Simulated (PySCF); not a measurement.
**Br²³⁺ (bromine, charge +23): Hartree-Fock from Schrödinger to Dirac-Coulomb-Breit**

Occupied: 1s1/2, 2s1/2, 2p1/2, 2p3/2, 3s1/2. Hartree-Fock calculated with PySCF 2.14 in an even-tempered Gaussian basis (21 s from 1.3 bohr⁻², ratio 2.3; 15 p from 1.5 bohr⁻², ratio 2.3), Gaussian nucleus throughout. NR is non-relativistic, sf-X2C the spin-free one-electron X2C Hamiltonian, X2C adds the bare one-electron spin-orbit term, X2C-SNSO screens it by Boettger's factors, DC is four-component Dirac-Coulomb, and the Gaunt and Breit terms are added at first order (total energies over the DC spinors, levels after relaxing the spinors in that mean field). QED terms are absent. Levels marked empty are virtual spinors of this ion; the basis has s and p functions only, so 3d, which can lie below the n = 4 levels, is absent.

```
Hamiltonian  E (hartree)
         NR   -2237.7756
     sf-X2C   -2269.1225
        X2C   -2269.2657
   X2C-SNSO   -2269.2496
         DC   -2269.6863
   DC+Gaunt   -2268.3964
   DC+Breit   -2268.5074
```

```json
{"level (eV)": "1s1/2", "NR": "-14386.4", "sf-X2C": "-14613.5", "X2C": "-14613.1", "X2C-SNSO": "-14613.2", "DC": "-14621.4", "DC+Gaunt": "-14600.4", "DC+Breit": "-14601.7"}
{"level (eV)": "2s1/2", "NR": "-2772.2", "sf-X2C": "-2828.9", "X2C": "-2828.8", "X2C-SNSO": "-2828.8", "DC": "-2829.7", "DC+Gaunt": "-2827.8", "DC+Breit": "-2827.9"}
{"level (eV)": "2p1/2", "NR": "-2598.6", "sf-X2C": "-2614.1", "X2C": "-2650.0", "X2C-SNSO": "-2647.9", "DC": "-2648.1", "DC+Gaunt": "-2644.8", "DC+Breit": "-2645.2"}
{"level (eV)": "2p3/2", "NR": "-2598.6", "sf-X2C": "-2614.1", "X2C": "-2597.1", "X2C-SNSO": "-2598.0", "DC": "-2598.6", "DC+Gaunt": "-2596.3", "DC+Breit": "-2596.7"}
{"level (eV)": "3s1/2", "NR": "-1050.7", "sf-X2C": "-1066.3", "X2C": "-1066.3", "X2C-SNSO": "-1066.3", "DC": "-1066.4", "DC+Gaunt": "-1066.0", "DC+Breit": "-1066.1"}
{"level (eV)": "3p1/2 (empty)", "NR": "-956.56", "sf-X2C": "-962.07", "X2C": "-969.94", "X2C-SNSO": "-969.48", "DC": "-969.52", "DC+Gaunt": "-968.80", "DC+Breit": "-968.90"}
{"level (eV)": "3p3/2 (empty)", "NR": "-956.56", "sf-X2C": "-962.07", "X2C": "-958.32", "X2C-SNSO": "-958.54", "DC": "-958.64", "DC+Gaunt": "-958.14", "DC+Breit": "-958.25"}
{"level (eV)": "4s1/2 (empty)", "NR": "-528.78", "sf-X2C": "-534.79", "X2C": "-534.79", "X2C-SNSO": "-534.79", "DC": "-534.85", "DC+Gaunt": "-534.69", "DC+Breit": "-534.72"}
```

Question: How large are the two-electron picture-change error of X2C and the Breit correction in the total energy?

Answer: X2C-1e lies 0.4206 hartree above Dirac-Coulomb; Gaunt adds 1.2899 and the full Breit term 1.1789 hartree.

| interval (eV) | X2C | X2C-SNSO | DC | DC+Gaunt | DC+Breit |
| --- | --- | --- | --- | --- | --- |
| 2p3/2 − 2p1/2 | 52.90 | 49.82 | 49.45 | 48.52 | 48.52 |
| 3p3/2 − 3p1/2 | 11.62 | 10.94 | 10.88 | 10.66 | 10.66 |

Weight of the small component: 1s1/2 0.0161, 2s1/2 0.00332, 2p1/2 0.00326, 2p3/2 0.00319, 3s1/2 0.00114, 3p1/2 0.00109, 3p3/2 0.00107, 4s1/2 0.000545.

Koopmans' value for the highest occupied level at DC+Breit: 1066.1 eV, against an ionisation energy of 1070.6 ± 1.4 eV (semi-empirical (NIST evaluation); NIST Atomic Spectra Database, ionization energies); the former lacks relaxation, correlation, QED and recoil.

The whole ladder took 210 s of wall time on 1 thread of Neoverse-N1 (shared host), launched as `OMP_NUM_THREADS=1 python relrun2.py TASK.json OUT` (a driver that calls PySCF for each Hamiltonian).
